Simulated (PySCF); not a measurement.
A structure optimised at PBE-D3(BJ)/def2-SVP, used in a PySCF frequency run:

```xyz
11

Al     0.0000     0.0000    -0.8520
O     -1.4826    -0.0010     0.0091
Si    -3.1232     0.0002     0.3044
H     -3.9049     0.0058    -0.9840
H     -3.4977     1.2225     1.0978
H     -3.5010    -1.2265     1.0893
O      1.4826     0.0010     0.0091
Si     3.1232    -0.0002     0.3044
H      3.5010     1.2265     1.0893
H      3.9049    -0.0058    -0.9840
H      3.4977    -1.2225     1.0978
```
Charge 0, spin multiplicity 2.

Q: Write its SMILES, formula and point group.

A: [SiH3][O][Al][O][SiH3], AlH6O2Si2, C2

Q: What are its rotational constants (standard atomic weights)?

A: 13.466, 0.71746, 0.69246 GHz
